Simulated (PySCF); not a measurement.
**Frontier levels across methods**

CH7FO2Si2.
Structure used (PBE0-D3(BJ)/def2-SVP), in Å, numbered top down from 1:
```
atom  x, y, z in Å
C1    -2.0186   -0.3995    0.1515
Si2   -0.6238    0.8235    0.0446
O3     0.1343    1.0907    1.4977
O4     0.5079    0.1978   -1.0288
Si5    2.0192   -0.3894   -0.7832
F6     2.0163   -1.1036    0.6889
H7    -2.8172   -0.0341    0.8152
H8    -2.4513   -0.5766   -0.8455
H9    -1.6602   -1.3653    0.5411
H10   -1.0565    2.1551   -0.4438
H11    0.5899    0.3329    1.8822
H12    2.3251   -1.4297   -1.7936
H13    3.0402    0.6865   -0.7359
```

Basis pcSseg-1 throughout (PySCF), one geometry. One conformer (not necessarily the lowest) at the PBE0-D3(BJ)/def2-SVP geometry, without solvent, vibrations or thermal averaging.

Q: How do the orbital energies, the gap and the dipole change with the method?

A: 
```csv
method,kind,HOMO (eV),LUMO (eV),gap (eV),μ (D),SCF cycles
BLYP,GGA,-7.03,-0.16,6.87,1.14,15
OPBE,GGA,-7.13,-0.08,7.05,1.14,16
PBE,GGA,-7.14,-0.28,6.86,1.15,15
B97-D,GGA,-7.18,-0.08,7.09,1.15,15
KT2,GGA,-7.24,-0.42,6.82,1.13,16
LDA,LDA,-7.24,-0.55,6.69,1.21,14
BP86,GGA,-7.26,-0.28,6.98,1.16,15
KT3,GGA,-7.27,-0.33,6.94,1.11,16
B97-2,global hybrid,-8.35,0.67,9.02,1.20,13
B3LYP,global hybrid,-8.36,0.40,8.76,1.19,13
PBE0,global hybrid,-8.59,0.64,9.23,1.21,14
mPW1PW91,global hybrid,-8.64,0.65,9.29,1.21,13
BHandHLYP,global hybrid,-9.96,1.55,11.51,1.25,13
CAM-B3LYP,range-separated hybrid,-9.99,1.66,11.64,1.22,13
wB97X-D,range-separated hybrid,-10.49,2.52,13.01,1.23,14
LC-wPBE,range-separated hybrid,-11.34,2.95,14.28,1.23,14
HF,Hartree–Fock,-12.08,3.97,16.05,1.32,10
```

The HOMO spans 5.05 eV, from BLYP down to HF, and the gap runs from 6.69 eV (LDA) to 16.05 eV (HF). Over the methods BLYP (0 %), OPBE (0 %), PBE (0 %), B97-D (0 %), KT2 (0 %), LDA (0 %), BP86 (0 %), KT3 (0 %), B97-2 (21 %), B3LYP (20 %), PBE0 (25 %), mPW1PW91 (25 %), BHandHLYP (50 %), HF (100 %), a straight line through the gap against the share of exact exchange rises by 0.92 eV for each 10 % (correlation coefficient 0.999). The dipole ranges from 1.11 D (KT3) to 1.32 D (HF). This basis has no diffuse functions.
